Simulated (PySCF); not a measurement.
Isomers of C6H13P.

All values: CAM-B3LYP/def2-SVPD (PySCF) at GFN2-xTB geometries, gas phase, one conformer each. Core orbitals are frozen in the response; Δα² is half the sum of the squared differences of the principal polarisabilities.

(1) Rank by HOMO energy, lowest first.
A. `[CH2:1]=[C:2]([CH3:3])[P:4](=[CH2:5])([CH3:6])[CH3:7]` with C1–C2–P4–C5 -97°
B. `[CH3:1][P:2]1[CH2:3][CH2:4][CH2:5][CH2:6][CH2:7]1` with C1–P2–C3–C4 -160°, P2–C3–C4–C5 66°, C3–C4–C5–C6 -62°, C4–C5–C6–C7 62°
C. `[CH2:1]=[P:2][C:3]([CH3:4])([CH3:5])[CH2:6][CH3:7]` with C1–P2–C3–C4 -112°, P2–C3–C6–C7 -66°
D. `[CH3:1]/[CH:2]=[P:3]/[C@H:4]([CH3:5])[CH2:6][CH3:7]` with C2–P3–C4–C5 64°, P3–C4–C6–C7 -61°

(2) Rank by polarisability anisotropy Δα, highest first.
A. `[CH3:1][PH:2][CH:3]1[CH2:4][CH2:5][CH2:6][CH2:7]1` with C1–P2–C3–C4 -165°, P2–C3–C4–C5 -158°, C3–C4–C5–C6 42°, C4–C5–C6–C7 -31°, C5–C6–C7–C3 8°
B. `[CH3:1]/[CH:2]=[P:3]/[C@H:4]([CH3:5])[CH2:6][CH3:7]` with C2–P3–C4–C5 64°, P3–C4–C6–C7 -61°
C. `[CH3:1][P:2]1[CH2:3][CH2:4][CH2:5][CH2:6][CH2:7]1` with C1–P2–C3–C4 -160°, P2–C3–C4–C5 66°, C3–C4–C5–C6 -62°, C4–C5–C6–C7 62°

(3) Rank by mean static polarisability, lowest first.
A. `[CH3:1][PH:2][CH:3]1[CH2:4][CH2:5][CH2:6][CH2:7]1` with C1–P2–C3–C4 -165°, P2–C3–C4–C5 -158°, C3–C4–C5–C6 42°, C4–C5–C6–C7 -31°, C5–C6–C7–C3 8°
B. `[CH2:1]=[C:2]([CH3:3])[P:4](=[CH2:5])([CH3:6])[CH3:7]` with C1–C2–P4–C5 -97°
C. `[H]/P=C(\C)C(C)(C)C`

Results:

(1) C (-8.47 eV), D (-8.06 eV), B (-7.74 eV), A (-6.37 eV).

(2) B (4.41 Å³), A (4.06 Å³), C (3.19 Å³).

(3) A (14.04 Å³), C (14.64 Å³), B (15.26 Å³).

All values together:

```
             SMILES  μ (D)  HOMO (eV)  LUMO (eV)  α (Å³)  Δα (Å³)
[H]/P=C(\C)C(C)(C)C   1.76      -8.05      -0.14   14.64     4.54
    C=C(C)P(=C)(C)C   3.45      -6.37       0.69   15.26     4.47
          CPC1CCCC1   1.30      -8.07       1.25   14.04     4.06
       C=PC(C)(C)CC   1.30      -8.47      -0.23   14.56     3.19
          CP1CCCCC1   1.24      -7.74       1.46   13.99     3.19
   C/C=P/[C@H](C)CC   1.33      -8.06      -0.16   14.84     4.41
```

Conformers: `[CH2:1]=[C:2]([CH3:3])[P:4](=[CH2:5])([CH3:6])[CH3:7]` with C1–C2–P4–C5 -97°; `[CH3:1][PH:2][CH:3]1[CH2:4][CH2:5][CH2:6][CH2:7]1` with C1–P2–C3–C4 -165°, P2–C3–C4–C5 -158°, C3–C4–C5–C6 42°, C4–C5–C6–C7 -31°, C5–C6–C7–C3 8°; `[CH2:1]=[P:2][C:3]([CH3:4])([CH3:5])[CH2:6][CH3:7]` with C1–P2–C3–C4 -112°, P2–C3–C6–C7 -66°; `[CH3:1][P:2]1[CH2:3][CH2:4][CH2:5][CH2:6][CH2:7]1` with C1–P2–C3–C4 -160°, P2–C3–C4–C5 66°, C3–C4–C5–C6 -62°, C4–C5–C6–C7 62°; `[CH3:1]/[CH:2]=[P:3]/[C@H:4]([CH3:5])[CH2:6][CH3:7]` with C2–P3–C4–C5 64°, P3–C4–C6–C7 -61°.
